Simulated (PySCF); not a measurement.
OZr (SMILES [O]=[Zr]), singlet, at a GFN2-xTB geometry (such geometries of metal compounds can be far from the true shape) (core potentials on Zr). Base run: DF-SVWN5/def2-SVP in PySCF.

PySCF was given this input:
```python
from pyscf import gto, scf, dft

mol = gto.M(
    atom='''
Zr   -0.00000000   -0.00000000   -0.29196683
O     0.00000000    0.00000000    1.45983413
''',
    basis='def2-svp',
    ecp={'Zr': 'def2-svp'},
    verbose=5,
)

mf = dft.RKS(mol)
mf.xc = 'lda,vwn'
mf = mf.density_fit(auxbasis='def2-universal-jkfit')
mf.kernel()
```

The base run was repeated with changes; each row names its change, and settings that it needs were set with it.

```csv
change,basis functions,E (Eh),HOMO (eV),HOMO-LUMO gap (eV),dipole (D),outcome
base,45,-121.54050,-4.77,0.29,2.63,converged
basis = LANL2DZ,31,-,-,-,-,not converged
basis = def2-SV(P),38,-121.52938,-4.77,0.25,2.75,converged
basis = def2-SVPD,57,-121.54528,-4.82,0.27,2.78,converged
basis = def2-TZVP,71,-121.64320,-4.81,0.30,2.71,converged
basis = def2-TZVPD,80,-121.64361,-4.81,0.30,2.72,converged
basis = def2-TZVPP,87,-121.64551,-4.81,0.30,2.69,converged
basis = def2-QZVP,129,-121.65192,-4.81,0.32,2.70,converged
basis = def2-QZVPP,138,-121.65211,-4.81,0.31,2.71,converged
```

Totals compare only among sets that treat the same electrons; sets with core potentials leave the core out.
